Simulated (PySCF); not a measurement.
**Continuum solvent and chemical shifts**

Bonds (- single, = double, # triple, : aromatic): B1-C2, C2:C3, C3:C4, C4:C5, C5:C6, C6:C7, C7-N8, N8-C9, N8-C10, C7:C2. B1 carries H11, H12; C3 carries H13; C4 carries H14; C5 carries H15; C6 carries H16; C9 carries H17, H18, H19; C10 carries H20, H21, H22.

GIAO PBE0/pcSseg-1 in PySCF 2.14 on one PBE0-D3(BJ)/def2-SVP conformer, non-relativistic, equivalent nuclei averaged. Solvents enter as an IEF-PCM continuum (tetrahydrofuran with ε = 7.4, dimethylsulfoxide with ε = 46.8) around the gas-phase geometry. Shifts are referred to BF3·OEt2, TMS computed in the same medium.

In tetrahydrofuran, δ in ppm: B1 66.3, C7 167.7, C3 153.0, C5 144.2, C2 136.8, C4 121.2, C6 118.6, C9/C10 46.3, H13 7.82, H15 7.62, H14 6.92, H16 6.91, H11/H12 6.76, H17/H18/H19/H20/H21/H22 3.10. Dipole moment 3.42 D.

Q: How does each δ change in the more polar medium?

A: 
```csv
atoms,environment,"Δδ, dimethylsulfoxide"
B1,"boron bonded to C, 2 H",-0.1
C7,aromatic carbon bearing nitrogen,+0.3
C3,aromatic CH,0.0
C5,aromatic CH,+0.5
C2,substituted aromatic carbon,0.0
C4,aromatic CH,+0.1
C6,aromatic CH,+0.5
C9/C10,methyl carbon bonded to N,+0.2
H13,hydrogen on an aromatic CH,+0.01
H15,hydrogen on an aromatic CH,+0.05
H14,hydrogen on an aromatic CH,+0.03
H16,hydrogen on an aromatic CH,+0.07
H11/H12,hydrogen on a boron bonded to C,-0.02
H17/H18/H19/H20/H21/H22,hydrogen on a methyl carbon bonded to N,+0.02
```

Changes are relative to tetrahydrofuran. The dipole moment becomes 3.60 D in dimethylsulfoxide.

Q: Which nuclei move most (in ppm), and what does the model miss?

A: C5 (aromatic CH, +0.5 ppm) and C6 (aromatic CH, +0.5 ppm) in dimethylsulfoxide. A continuum only polarises the solute; specific hydrogen bonds, the anisotropy of aromatic solvents and changes of geometry or conformer are outside it.
